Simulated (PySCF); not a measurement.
LiIn⁺: one state, many levels of theory

State: ²Σ⁺ (doublet), unpaired electrons σ ↑. Set-up: Li cc-pVDZ, In cc-pVDZ-PP with ECP28; scalar-relativistic core potentials (PySCF 2.14). De refers to Li⁺ + In in their high-spin ground configurations, without counterpoise correction. The functionals are run spin-unrestricted. A positive dipole points towards In; it is taken about the centre of mass and depends on that origin.

```
      Level  Re (Å)  ωe (cm⁻¹)  De (eV)  μ (D)
        UHF   3.251        193     1.30  -9.23
    UHF-MP2   3.202        202     1.29    n/a
UHF-SCS-MP2   3.212        200     1.29    n/a
   UHF-CCSD   3.205        205     1.29    n/a
UHF-CCSD(T)   3.201        206     1.29    n/a
        PBE   3.280        180     1.42  -8.83
     r²SCAN   3.235        195     1.28  -9.19
      M06-L   3.246        210     1.27  -9.33
    r²SCANh   3.219        198     1.29  -9.18
       PBE0   3.224        192     1.38  -8.92
      B97-3   3.230        195     1.29  -9.14
    LC-ωPBE   3.123        216     1.35  -9.07
```

The bond length runs from 3.123 Å (LC-ωPBE) to 3.280 Å (PBE). De spans 1.27 eV (M06-L, meta-GGA) to 1.42 eV (PBE, GGA). Correlation at CCSD(T) changes the Hartree–Fock bond energy by -0.01 eV; the triples alone change it by +0.00 eV.

Correlated steps freeze 4 core orbitals. Correlated levels converge slowly with the basis: in double zeta they bind strong bonds too weakly, by up to about 1 eV, and carry superposition errors of some tenths. Spin–orbit coupling is left out, which matters for elements this heavy, above all for dissociation energies. For an ion De counts to the pair picked by the measured ionisation energies or electron affinities, which need not be the lowest pair at this level. The state is the lowest determinant that a PBE0 search found; another state may lie lower at other levels.
